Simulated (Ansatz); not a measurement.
A nudged elastic band was laid between two geometries of Cl4H2NTa + FH (10 atoms, charge 0, multiplicity 1).

All numbers below come from RHF/def2-SVP (Ansatz).

```yaml
movable_images: 7
climbing_image: yes
spring: 5.0 eV/Å²
optimiser: quadratic models (default)
start_path: through a guess of the saddle point
force_threshold: 0.05 eV/Å
iteration_limit: 60
end_points: relaxed
```

Image 0:

```xyz
10
Properties=species:S:1:pos:R:3
Ta -0.059 0.280 0.027
N 1.895 0.045 0.207
H 2.391 0.277 1.051
H 2.509 0.010 -0.589
Cl -0.027 0.661 2.349
Cl 0.303 -0.120 -2.263
Cl -0.971 2.360 -0.390
Cl -1.471 -1.530 0.232
F 2.030 -2.924 0.691
H 2.127 -2.034 0.556
```

Image 8:

```xyz
10
Properties=species:S:1:pos:R:3
Ta -0.045 -0.534 0.161
N 2.243 -0.003 0.236
H 2.463 0.653 0.969
H 2.578 0.382 -0.635
Cl 0.111 -0.128 2.487
Cl 0.438 -0.893 -2.127
Cl -0.275 1.781 -0.239
Cl -2.256 -1.158 0.108
F 0.707 -2.226 0.495
H 2.765 -0.849 0.416
```

Which bonds break or form, and what moves?

Bonds broken: F9–H10. Bonds formed: Ta1–F9, N2–H10. Cl4H2NTa + FH becomes Cl4FH3NTa.

Give the energies along the band, and the barrier.

The forces met the threshold. The highest image is number 4 of 0 to 8, 0.221 eV above the first end and 2.075 eV above the last; the last end lies 1.853 eV below the first. A vibrational analysis at the climbing image gives one clearly imaginary mode, 810i cm⁻¹: a first-order saddle point. The orbitals stay closed-shell, which can raise the energy where a bond breaks towards radicals; this wasn't checked here.

```csv
image,path coordinate (Å),energy (eV),F9–H10 (Å),Ta1–F9 (Å),N2–H10 (Å)
0,0.00,0.000,0.91,3.88,2.12
1,0.62,0.030,0.90,3.43,2.25
2,1.25,0.030,0.90,2.91,2.63
3,1.87,0.029,0.91,2.50,2.15
4,2.50,0.221,1.04,2.25,1.43
5,2.93,-0.830,1.50,2.04,1.07
6,3.37,-1.595,1.94,1.91,1.01
7,3.80,-1.798,2.26,1.89,1.01
8,4.24,-1.853,2.48,1.88,1.01
```

What is the geometry of the highest image?


```xyz
10
Properties=species:S:1:pos:R:3:forces:R:3
Ta 0.062 -0.159 0.125 -0.01 -0.01 0.00
N 2.173 -0.005 0.215 0.03 0.00 -0.01
H 2.596 0.459 1.002 -0.01 0.00 0.00
H 2.678 0.225 -0.625 -0.01 0.00 0.00
Cl 0.207 0.118 2.456 0.00 0.00 0.00
Cl 0.450 -0.532 -2.164 0.00 0.00 0.00
Cl -0.771 1.948 -0.216 0.00 0.00 0.00
Cl -1.798 -1.537 0.220 0.01 0.00 0.00
F 1.172 -2.086 0.455 0.00 0.01 0.00
H 1.959 -1.408 0.402 -0.01 -0.01 0.00
```

What are the harmonic wavenumbers there?

810i, 87, 109, 123, 156, 161, 168, 184, 258, 312, 356, 371, 405, 414, 498, 613, 767, 834, 874, 1398, 1667, 2075, 3737, 3832 cm⁻¹.

The band took 22 iterations and of the order of 25 core-minutes.

The run took 6.8 min on 4 threads of Arm Neoverse V1 (shared host), peak memory 0.49 GiB.
